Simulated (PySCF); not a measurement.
Mapped SMILES: `[CH3:1][C@@H:2]1[C:3](=[O:4])[CH2:5][C@H:6]2[SiH2:7][O:8][SiH2:9][C@@H:10]12`. Each H is labelled by its parent atom. Ha(C5) is cis to C1 on the ring; Ha(Si7), Ha(Si9) are cis to C2 on the ring; Hb(C5) is trans to C1 on the ring; Hb(Si7), Hb(Si9) are trans to C2 on the ring.

- GFN2-xTB structure
- σ from GIAO-PBE0/pcSseg-1
- program: PySCF 2.14
- relativity neglected, equivalent nuclei averaged, one conformer, in vacuum

Referencing at the same level of theory: ¹³C, ¹H, ²⁹Si vs TMS; ¹⁷O vs H2O.

```
  atoms  nucleus  count  Hirshfeld charge  δ (ppm)
  H(C6)       ¹H      1              0.04        ?
 H(C10)       ¹H      1              0.03     1.41
     C6      ¹³C      1             -0.12     25.4
     O4      ¹⁷O      1             -0.24    649.8
 Hb(C5)       ¹H      1              0.05     2.34
    C10      ¹³C      1             -0.12     37.9
     C5      ¹³C      1             -0.08        ?
  H(C1)       ¹H      3              0.04     1.20
Hb(Si9)       ¹H      1             -0.08        ?
  H(C2)       ¹H      1              0.05     1.70
    Si7     ²⁹Si      1              0.40     -2.5
 Ha(C5)       ¹H      1              0.05     2.59
     C3      ¹³C      1              0.17        ?
     O8      ¹⁷O      1             -0.32     32.8
Ha(Si7)       ¹H      1             -0.08        ?
Ha(Si9)       ¹H      1             -0.07     5.12
Hb(Si7)       ¹H      1             -0.08     5.12
    Si9     ²⁹Si      1              0.41      2.3
     C2      ¹³C      1             -0.03     48.3
     C1      ¹³C      1             -0.12        ?
```

Question: Complete the table.

Answer: 
- C3: 225.8 ppm, ketone carbonyl carbon; low-lying n→π* states of the double bond to the heteroatom give a large paramagnetic term (-290 ppm)
- C5: 40.4 ppm, sp3 CH2 α to a carbonyl; α to the electron-withdrawing carbonyl group
- C1: 18.2 ppm, methyl carbon; a saturated carbon with 1 carbon neighbour and no heteroatom attached
- Hb(Si9): 5.24 ppm, hydrogen on a silicon bonded to C, O, in a 5-membered ring
- Ha(Si7): 4.90 ppm, hydrogen on a silicon bonded to C, O, in a 5-membered ring
- H(C6): 2.09 ppm, hydrogen on an sp3 CH bonded to Si

Shifts are as computed. Against solution values, carbons near 30 ppm lie about +3 ppm off and those near 130 ppm about +5 ppm. Of 1211 compounds with measured shifts, 218 miss one by over three times the rms of a fit or turn the order of signals round; such compounds aren't used in these exercises. Unscaled 17O shifts of doubly bonded oxygen tend to come out too high, by tens of ppm or more. Experimental scales use liquid or dissolved standards, which lie at an offset from isolated H2O (liquid H2O: subtract about 36 ppm).
